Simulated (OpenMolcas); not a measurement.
# InHF2: a line through the functionals

The species is InHF2 (4 atoms), meant as a singlet with charge 0. As SMILES, `[F][InH][F]`. The shape is that of a PBE0-D4/def2-TZVP optimisation.

The vertical ionisation energy (to the doublet cation) y, in eV, basis def2-TZVP with a core potential; a is the functional's share of exact exchange. Programs: OpenMolcas 26.06.

```
functional     program     a  y (eV)
       PBE  OpenMolcas     0   11.79
      TPSS  OpenMolcas     0   11.81
     B3LYP  OpenMolcas   0.2   12.34
      PBE0  OpenMolcas  0.25       ?
     BHLYP  OpenMolcas   0.5   12.79
```

Task: Fit y = c + s·a to the known rows and predict PBE0.

Result: 
1. Means of the 4 rows: a = 0.1750, y = 12.182.
2. Σ(Δa)² = 0.1675, Σ(Δa·Δy) = 0.33525, so the slope is 0.33525/0.1675 = 2.0015.
3. Intercept: 12.182 − (2.0015) × 0.1750 = 11.832. The largest residual of the fit is 0.11.
4. PBE0: 11.832 + (2.0015) × 0.25 = 12.33 eV.

The run gave 12.34 eV, so the prediction is off by -0.01 eV, within the largest residual. Spin-orbit coupling is left out.
